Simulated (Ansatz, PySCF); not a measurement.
This Ansatz (a quantum-chemistry and plane-wave program) input computes a CAM-B3LYP/def2-TZVPD energy:

Ansatz 0.2 input:
```yaml
crystal:
  periodic: [false, false, false]
  atoms:
    - {symbol: F, position_ang: [-0.59245173, 1.08365604, 0.04027129]}
    - {symbol: C, position_ang: [0.00000000, -0.00000000, 0.00000000]}
    - {symbol: F, position_ang: [-0.64286993, -1.05424444, -0.04709727]}
    - {symbol: F, position_ang: [1.23532166, -0.02941160, 0.00682598]}
basis:
  gaussian:
    orbitals: def2-TZVPD
hamiltonian:
  xc: {name: CAM-B3LYP}
total_charge: 1
output: {forces: true}
```

Task: Write an input for the same energy in PySCF and say what it gives.

Result: 
```python
from pyscf import gto, scf, dft

mol = gto.M(
    atom='''
    F    -0.59245173    1.08365604    0.04027129
    C     0.00000000   -0.00000000    0.00000000
    F    -0.64286993   -1.05424444   -0.04709727
    F     1.23532166   -0.02941160    0.00682598
    ''',
    basis='def2-tzvpd',
    charge=1,
    spin=0,
    verbose=4,
)

mf = dft.RKS(mol, xc='camb3lyp').density_fit(auxbasis='def2-universal-jkfit')
mf.grids.level = 3
mf.conv_tol = 1e-9
mf.max_cycle = 100
mf.max_memory = 1500
mf.kernel()
if not mf.converged:
    mf = mf.newton()
    mf.kernel(mf.make_rdm1())
mf.analyze()
```
It gives -337.30010 Eh, and Ansatz -337.30007 Eh, a difference of 0.03 mEh, from the treatment of integrals and grids.
